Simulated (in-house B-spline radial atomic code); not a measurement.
Configurations of neutral chlorine, with energies counted from [Ne] 3s2 3p5. Computed with an all-electron radial atomic-structure program (B-spline basis): scalar-relativistic (X2C) r2SCAN0, spin-polarised, spherical fractional occupations, Fermi nucleus of rms radius 3.3654 fm. Shells without spins written out take the highest spin.

Caution: exact exchange at fractional occupations of open shells leaves self-interaction of up to several eV.

Occupations are held fixed; configurations that lie above the ionisation limit could autoionise.

```tsv
configuration	E - E(ref) (eV)	highest orbital	its <r> (bohr)
[Ne] 3s2 3p4 4s1	9.1211	4s up	5.37
[Ne] 3s2 3p4 4p1	10.74	4p up	7.603
[Ne] 3s2 3p(3 up, 1 down) 4p(0 up, 1 down)	10.795	4p down	7.818
[Ne] 3s1 3p5 4d1	25.326	4d up	14.99
[He] 2s2 2p(2 up, 3 down) 3s2 3p(2 up, 3 down) 4s(0 up, 1 down)	211.74	4s down	5.236
[He] 2s2 2p5 3s2 3p5 4f1	215.02	4f up	19.34
```

(1) Order these further configurations by energy, lowest first.
A. [Ne] 3s2 3p4 4f1
B. [He] 2s2 2p(3 up, 2 down) 3s2 3p(2 up, 3 down) 4d(1 up, 0 down)
C. [Ne] 3s2 3p4 3d1
D. [He] 2s2 2p5 3s2 3p6
E. [Ne] 3s2 3p(3 up, 1 down) 3d(0 up, 1 down)

(2) How far above the reference does [Ne] 3s1 3p5 4p1 lie?

(3) How far above the reference does [Ne] 3s1 3p6 lie?

Answers

(1) C (11.481 eV), E (11.635 eV), A (12.309 eV), D (199 eV), B (215.22 eV).

(2) 24.072 eV; its least bound orbital is 4p up with <r> = 7.511 bohr.

(3) 12.236 eV; its least bound orbital is 3p down with <r> = 1.87 bohr.
